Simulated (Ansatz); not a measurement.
Correlation energies of `CC(C)[CH2][Sn]([F])([F])[CH2]C(C)C` by basis set

```xyz
29

C     1.675    1.283    1.036
C     2.310   -0.087    1.228
C     3.786   -0.054    0.852
C     1.586   -1.161    0.421
Sn   -0.470   -1.368    0.948
F    -0.487   -1.316    2.877
F    -0.936   -3.201    0.577
C    -2.118   -0.169    0.322
C    -1.925    0.503   -1.034
C    -1.699   -0.519   -2.139
C    -3.122    1.389   -1.357
H     2.222    2.052    1.585
H     1.671    1.566   -0.021
H     0.641    1.310    1.397
H     2.234   -0.349    2.290
H     3.912    0.214   -0.202
H     4.328    0.682    1.451
H     4.257   -1.028    1.008
H     2.026   -2.150    0.575
H     1.639   -0.945   -0.651
H    -2.984   -0.838    0.308
H    -2.281    0.562    1.118
H    -1.039    1.150   -0.980
H    -1.577   -0.031   -3.109
H    -2.547   -1.205   -2.211
H    -0.804   -1.127   -1.967
H    -3.278    2.144   -0.583
H    -2.986    1.905   -2.310
H    -4.035    0.789   -1.428
```

Charge 0, multiplicity 1. Correlated methods include outer-core shells of Sn, which these sets cover unevenly. Sn takes the def2 core potential. All single points use the PBE0-D4/def2-TZVP geometry. It is one conformer, not always the lowest. Frozen core, restricted reference, the Gaussian-basis code of Ansatz.

```
     basis     HF (Eh)  MP2 corr.  CCSD corr.       (T)  CCSD(T) total
  def2-SVP  -725.32784   -1.64774    -1.76021  -0.04916     -727.13721
def2-TZVPP  -725.93890   -2.24483    -2.31988  -0.08622     -728.34500
def2-QZVPP  -725.96616   -2.59583           –         –              –
```
